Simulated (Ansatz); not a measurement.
Reaction (ligand exchange at the Si–N bond): `CO[SiH2]N[SiH2]Cl` + `C=C[SiH](N)Cl` → `C=C[SiH](Cl)N[SiH2]Cl` + `CO[SiH2]N`

Program: Ansatz. Geometries: PBE0-D4/def2-TZVP. ΔE: electronic, gas phase. CBS: MP2 limit from def2 TZ/QZ plus the TZ coupled-cluster correction, frozen cores. This one scheme is used for every species. Functionals use def2-TZVPP. B3LYP here is the variant with VWN-RPA as its local correlation; programs differ in this. Each species was taken in one conformer, which may not be the lowest.

(1) Is it downhill or uphill in electronic energy at CCSD(T)/CBS, and by how much? (Best estimate.)

(2) What do these levels give: B3LYP-D4, ωB97X-V, PBE, B3LYP, HF/def2-TZVPP, MP2/def2-QZVPP? (An estimate is asked.)

Largest T1 diagnostic among the species: 0.011.

## Answers

(1) The calculation gave: Uphill: ΔE = +6.6 kJ/mol.

(2) The calculation gave: B3LYP-D4 6.6, ωB97X-V 6.7, PBE 7.6, B3LYP 7.3, HF/def2-TZVPP 6.6, MP2/def2-QZVPP 5.3 kJ/mol.
